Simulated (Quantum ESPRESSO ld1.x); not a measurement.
Task: Coherent X-ray form factor from a spherical all-electron density. All-electron calculation, scalar-relativistic Kohn-Sham, LDA (Slater exchange, VWN5 correlation), spin-polarised, spherical densities, point nucleus. Program: ld1.x of Quantum ESPRESSO 7.5.

| sin(theta)/lambda (1/angstrom) | f0 (electrons) |
|---|---|
| 0.05 | 4.966 |
| 0.1 | 4.864 |
| 0.15 | 4.704 |
| 0.2 | 4.493 |
| 0.25 | 4.246 |
| 0.3 | 3.975 |
| 0.4 | 3.415 |
| 0.5 | 2.896 |
| 0.6 | 2.464 |
| 0.8 | 1.888 |
| 1 | 1.590 |
| 1.25 | 1.389 |
| 1.5 | 1.239 |
| 2 | 0.954 |

The species is in the configuration that NIST lists as its ground one. Which atom or ion scatters so?

Result: The neon ion Ne5+, [He] 2s2 2p1. Extrapolating in s^2 from the first two rows gives f0(0) = 5.0, near the electron count 5; among species with that count, the fall with angle is slower the higher Z, and the table is that of Z = 10; from so few rows the species is fixed only to a neighbour or two.
